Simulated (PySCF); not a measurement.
A side-by-side comparison of computed properties.

First species: C7H12N2.
SMILES: `CC(C)/N=C/C#CCN`

Second species: C7H12N2.
Numbering: `[CH2:1]=[CH:2][CH2:3][N:4]1[CH2:5][C@@H:6]([CH3:7])[CH:8]=[N:9]1` (hydrogens: H10, H11 on C1; H12 on C2; H13, H14 on C3; H15, H16 on C5; H17 on C6; H18, H19, H20 on C7; H21 on C8)

Structure used (GFN2-xTB), in Å, numbered top down from 1:
```xyz
21
C7H12N2 angstrom
C      3.0500    0.7726   -0.0579
C      2.1181    0.0686   -0.6713
C      1.5836   -1.2475   -0.1807
N      0.1489   -1.2467   -0.0199
C     -0.4687   -0.3328    0.9500
C     -1.8688   -0.0751    0.3640
C     -2.2293    1.4025    0.2429
C     -1.7150   -0.7509   -0.9814
N     -0.5932   -1.3253   -1.1425
H      3.5139    0.4254    0.8516
H      3.4039    1.7145   -0.4425
H      1.6562    0.4275   -1.5822
H      1.8097   -2.0279   -0.9136
H      2.0358   -1.5140    0.7788
H     -0.4947   -0.8144    1.9299
H      0.1118    0.5952    1.0272
H     -2.6402   -0.5855    0.9511
H     -2.2728    1.8657    1.2266
H     -3.1995    1.5159   -0.2359
H     -1.4852    1.9253   -0.3551
H     -2.4733   -0.7762   -1.7395
```

Levels: PBE0/pcSseg-1 for HOMO energy, LUMO energy and HOMO–LUMO gap. Geometries: GFN2-xTB. Each structure is a single optimised conformer of the isolated species, non-relativistic unless stated; the electronic structure was computed with PySCF and density fitting.

Dipoles, sizes and rotational constants follow the conformer. The torsions of the flexible species, by atom-mapped SMILES:
- `[CH3:1][CH:2]([CH3:3])/[N:4]=[CH:5]/[C:6]#[C:7][CH2:8][NH2:9]`: C1–C2–N4–C5 122°, H–N9–C8–C7 59°, H–N9–C8–C7 -59°

The conformers of `C=CCN1C[C@@H](C)C=N1` aren't listed.

| property | column X | column Y |
| --- | --- | --- |
| HOMO energy | -5.73 eV | -7.08 eV |
| LUMO energy | 0.11 eV | -1.01 eV |
| HOMO–LUMO gap | 5.84 eV | 6.07 eV |

Task: Which column belongs to which species?

Result: Column X is the second species and column Y the first. The first has 21 atoms and 68 electrons, the second 21 and 68.

Task: How does each property change from the first species to the second?

Result: HOMO energy +1.35 eV; LUMO energy +1.12 eV; HOMO–LUMO gap -0.23 eV.

